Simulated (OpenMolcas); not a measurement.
An atom or ion with 83 electrons was computed by SS-CASPT2, IPEA 0.25 Eh, imaginary shift 0.1 Eh with spin-orbit coupling (OpenMolcas, ANO-RCC-VQZP, DKH2). The lowest levels that the run gave, each within 12 % of the measured value where one is at hand:

```csv
J,Parity,E (cm-1),g
3/2,odd,0.0,1.727
3/2,odd,10590,1.155
5/2,odd,14410,1.200
1/2,odd,21300,0.666
3/2,odd,30180,1.254
```

**Question.** Which ion is it, and what are the configurations and terms?

**Answer.** Bi I (Z = 83, neutral; active space 3 electrons in 3 orbitals (6p)). J, parity and g give the terms where levels are pure, and mixed ones are named by the computed weights; the size of the splittings, set against known spectra of the 83-electron sequence, gives the charge. In order, with the measured energies in cm-1 (NIST Handbook of Basic Atomic Spectroscopic Data): 6s2 6p3 4S* 3/2 [67 %], 6s2 6p3 2D* 3/2 [65 %] (11419), 6s2 6p3 2D* 5/2 (15438), 6s2 6p3 2P* 1/2 (21661), 6s2 6p3 2P* 3/2 [67 %] (33165).

Term energies are means over components that CASPT2 splits; among the terms shown or strongly mixed into the levels shown the widest spread is 110 cm-1 (6s2 6p3 2D*). Spin-orbit splittings of 6p shells tend to come out small when the coupling is added on scalar orbitals. With the s shell closed, the reference lacks s² → p² mixing. Measured partners are found by configuration, term and J. A level has none where our copy of the source lacks it or the pairing is in doubt (some pairs that miss far off the trend of their configuration count as doubtful), and it then counts in no deviation. Levels of configurations outside the active space are missing.

A share in square brackets marks a mixed level and gives the weight of the term that names it. * marks odd parity.
